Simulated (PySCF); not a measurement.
This PySCF input asks for the NMR shieldings of SMILES C=C(OCC)[O+](C)[AlH2-][Cl], C$_{5}$H$_{12}$AlClO$_{2}$; the geometry comes from GFN2-xTB.

```python
import basis_set_exchange as bse
import numpy as np
from pyscf import gto, dft
from pyscf.prop import nmr

atoms = """
C     0.086185    0.434087    1.952578
C     0.290061    0.078590    0.692634
O    -0.524511    0.222364   -0.365146
C    -1.805586    0.813215   -0.208456
C    -2.462246    0.845940   -1.576218
O     1.394218   -0.526839    0.172684
C     2.486481   -0.814474    1.016230
Al    1.057472   -0.862184   -1.812746
Cl   -0.385326   -2.296585   -2.118276
H    -0.826235    0.904904    2.259296
H     0.819496    0.263162    2.714648
H    -2.397278    0.213442    0.495110
H    -1.686156    1.828262    0.193353
H    -2.548342   -0.165113   -1.963556
H    -3.449033    1.293295   -1.505504
H    -1.849382    1.423557   -2.262340
H     3.224311   -1.292994    0.373097
H     2.192421   -1.499769    1.815082
H     2.901470    0.103577    1.439918
H     2.491882   -1.496723   -1.804596
H     0.981177    0.547229   -2.446075
"""
names = dict.fromkeys(["C", "O", "Al", "Cl", "H"], "pcSseg-1")
basis = {el: gto.basis.parse(bse.get_basis(n, elements=[el], fmt="nwchem")) for el, n in names.items()}
mol = gto.M(atom=atoms, basis=basis, charge=0, verbose=0)
mf = dft.RKS(mol, xc="PBE0")
mf.grids.level = 2
mf.grids.alignment = dft.numint.BLKSIZE   # the property module wants whole blocks of grid points
mf.conv_tol = 1e-9
mf.kernel()

calc = nmr.RKS(mf)   # GIAO
C = mf.mo_coeff
Co = C[:, mf.mo_occ > 0]
resp = mf.gen_response(singlet=True, hermi=2)
def vind(x):   # induced exchange potential for any number of trial vectors
    d = np.einsum("pi,xij,qj->xpq", C, 2 * x.reshape(-1, C.shape[1], Co.shape[1]), Co, optimize=True)
    return np.einsum("xpq,pi,qj->xij", resp(d - d.transpose(0, 2, 1)), C, Co, optimize=True).ravel()
mo1, _ = nmr.rhf.solve_mo1(calc, with_cphf=vind)
sigma = calc.kernel(mo1)
for i, s in enumerate(sigma):   # ppm
    print("%2d %-2s %9.2f" % (i, mol.atom_pure_symbol(i), np.trace(s) / 3))
```

Task: Give the expected output.

Result: 
```
 0 C     127.49
 1 C      18.24
 2 O     183.61
 3 C     118.47
 4 C     171.86
 5 O     221.28
 6 C     131.21
 7 Al    425.57
 8 Cl    968.27
 9 H      28.23
10 H      28.21
11 H      27.67
12 H      27.68
13 H      29.34
14 H      30.65
15 H      29.82
16 H      26.75
17 H      28.05
18 H      28.12
19 H      27.71
20 H      27.39
```

These numbers come from an equivalent density-fitted implementation of the same equations, which agrees with the script to about 0.01 ppm for H and up to a few tenths of a ppm for heavy atoms, so last digits may differ.

Size and cost of the density-fitted run: 227 basis functions, 2.2 min wall time on 1 thread of an AMD EPYC, shared host; peak memory 1.1 GiB.
